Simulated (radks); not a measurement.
Results of a calculation; reference values are marked as such.
Excited configurations of Ga+: one electron is placed in a higher orbital outside [Ar] 3d10 4s1. The ground configuration is [Ar] 3d10 4s2. Level of theory: Dirac Kohn-Sham, LDA (Slater exchange, Perdew-Wang correlation), spin-unpolarised, spherical densities, point nucleus; open shells fill j = l - 1/2 first (a radial shooting solver on a logarithmic mesh with Libxc functionals). Excitation = E - E(ground); binding = E(ion) - E, where the ion is the core of charge +2; n* = 2/sqrt(2 binding) in atomic units, and the quantum defect is n - n*.

outer orbital  excitation (eV)  binding (eV)     n*  quantum defect  eigenvalue (eV)  <r> (bohr)
5s1/2                   13.658         7.840  2.635           2.365           -6.123       5.384
5d3/2                   17.734         3.764  3.802           1.198           -2.860       9.799
5f5/2                   19.156         2.342  4.821           0.179           -1.788       14.98
6p1/2                   17.996         3.502  3.942           2.058           -2.772       11.64
6f5/2                   19.831         1.667  5.714           0.286           -1.314       22.63
7p1/2                   19.209         2.289  4.876           2.124           -1.843       18.17

The Delta-SCF ionisation energy is 21.498 eV (NIST Atomic Spectra Database: 20.515 eV, measured). Self-interaction in the functional shifts the binding energies and quantum defects, so they are the method's values and not measured ones. Spin polarisation and multiplet splitting are left out, so open shells lie too high by an amount that depends on their filling.

Beside tabulated values, note that spin-unpolarised runs miss the spin-polarisation part of the exchange energy of open shells.
